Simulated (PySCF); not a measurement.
**Working out the ionisation energy of Co**

Co [Ar] 3d7 4s2 (4F) → Co⁺ [Ar] 3d8 (3F). Calculation: PySCF 2.14, in aug-cc-pVDZ (7s6p4d2f, 59 functions); no relativity, point nucleus. Frozen: [Ar]. Energies in hartree (1 hartree = 27.21139 eV):

```
             part    Co (lower)   Co⁺ (upper)
              UHF  -1381.422775  -1381.135031
MP2 opposite-spin     -0.130654     -0.149258
    MP2 same-spin     -0.084317     -0.094306
```

Task: What does Hartree-Fock give?

Result: (-1381.135031) − (-1381.422775) = 0.287744 hartree = 7.830 eV.

Task: What do MP2 and SCS-MP2 (6/5 opposite-spin, 1/3 same-spin) give?

Result: The opposite-spin parts differ by -0.506 eV and the same-spin parts by -0.272 eV. MP2: 7.830 + (-0.506) + (-0.272) = 7.052 eV. SCS-MP2: 7.830 + 1.2 × (-0.506) + (-0.272)/3 = 7.132 eV.

Measured between the centres of the two terms (NIST): 7.869 eV, so MP2 (valence) is off by -0.817 eV.

The calculation is non-relativistic.

A double-zeta basis recovers only part of the correlation energy.

What remains against the reference includes basis incompleteness, the frozen core and correlation beyond second order.
